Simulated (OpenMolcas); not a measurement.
## Worked example: vertical ionisation energy of CH7BGe (SMILES C[BH][GeH3])

CH7BGe: 10 atoms, total charge 0, spin state singlet. SMILES: `C[BH][GeH3]`. Geometry: relaxed at PBE0-D4/def2-TZVP.

```xyz
10

C    -1.2113    0.8480   -0.5797
B    -0.0139   -0.1230   -0.7197
Ge    1.1113   -0.7846    0.8816
H    -1.9726    0.7485   -1.3570
H    -0.7473    1.8373   -0.7496
H    -1.6771    0.8987    0.4058
H     0.3260   -0.4817   -1.8130
H     0.9184   -2.3074    1.0483
H     0.7292   -0.1289    2.2240
H     2.6205   -0.5583    0.6621
```

Both states at this one shape; open shells run unrestricted unless said. 1 Eh = 27.2114 eV.

| level | program | singlet CH7BGe (Eh) | doublet CH7BGe+ (Eh) | HOMO of the first (eV) |
| --- | --- | --- | --- | --- |
| HF/3-21G | OpenMolcas | -2131.561722 | -2131.209489 | -10.59 |
| HF/def2-SVP | OpenMolcas | -2141.657169 | -2141.308637 | -10.70 |
| revPBE/def2-SVP | OpenMolcas | -2143.644757 | -2143.289175 | -6.57 |
| BHLYP/def2-SVP | OpenMolcas | -2143.765679 | -2143.395639 | -8.94 |

Work out the vertical ionisation energy at each level.


1. HF/3-21G: -2131.209489 − (-2131.561722) = 0.352233 Eh = 9.58 eV; −ε(HOMO) = 10.59 eV.
2. HF/def2-SVP: -2141.308637 − (-2141.657169) = 0.348532 Eh = 9.48 eV; −ε(HOMO) = 10.70 eV.
3. revPBE/def2-SVP: -2143.289175 − (-2143.644757) = 0.355582 Eh = 9.68 eV; −ε(HOMO) = 6.57 eV.
4. BHLYP/def2-SVP: -2143.395639 − (-2143.765679) = 0.370040 Eh = 10.07 eV; −ε(HOMO) = 8.94 eV.

No measured value is set beside it here; the levels span 9.48 to 10.07 eV. In Hartree–Fock, −ε(HOMO) (Koopmans) exceeds the difference of totals by the orbital relaxation of the ion. In semi-local functionals −ε(HOMO) lies far under the ionisation energy, a result of self-interaction. Hartree–Fock favours the state with fewer electron pairs, since it lacks pair correlation. All-electron rows are non-relativistic unless named.
